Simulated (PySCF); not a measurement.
Polarisability and C₆ of O⁻ (oxygen, charge -1)

[He] 2s2 2p5, 2P determinant. All numbers are calculated (PySCF 2.14, the non-relativistic Hamiltonian (point nucleus), in aug-cc-pVTZ with one added diffuse shell each of s, p, d, f type (6s5p4d3f, 62 functions)). Coupled (time-dependent) response in atomic units; α is the mean over directions.

| method | mean α (bohr³) | α xx, yy, zz | C₆ (like pair) | S(−4) |
| --- | --- | --- | --- | --- |
| UHF | 20.00 | 13.05, 23.48, 23.48 | 90.10 | 547.0 |

S(−4) is the Cauchy moment in α(ω) = α(0) + S(−4) ω² + …

α(iu) at UHF:

```json
{"u (hartree)": "0", "α(iu) (bohr³)": "20.00"}
{"u (hartree)": "0.0500", "α(iu) (bohr³)": "18.82"}
{"u (hartree)": "0.100", "α(iu) (bohr³)": "16.52"}
{"u (hartree)": "0.200", "α(iu) (bohr³)": "12.52"}
{"u (hartree)": "0.300", "α(iu) (bohr³)": "9.704"}
{"u (hartree)": "0.500", "α(iu) (bohr³)": "6.277"}
{"u (hartree)": "0.750", "α(iu) (bohr³)": "4.089"}
{"u (hartree)": "1.00", "α(iu) (bohr³)": "2.897"}
{"u (hartree)": "1.50", "α(iu) (bohr³)": "1.684"}
{"u (hartree)": "2.00", "α(iu) (bohr³)": "1.104"}
{"u (hartree)": "3.00", "α(iu) (bohr³)": "0.5805"}
{"u (hartree)": "5.00", "α(iu) (bohr³)": "0.2420"}
```

For an ion, C₆ is the dispersion term alone; charge-induced terms of lower order in 1/R come first.

The components differ because the open shell of this determinant is not spherical; for a pure term their mean is the scalar polarisability.
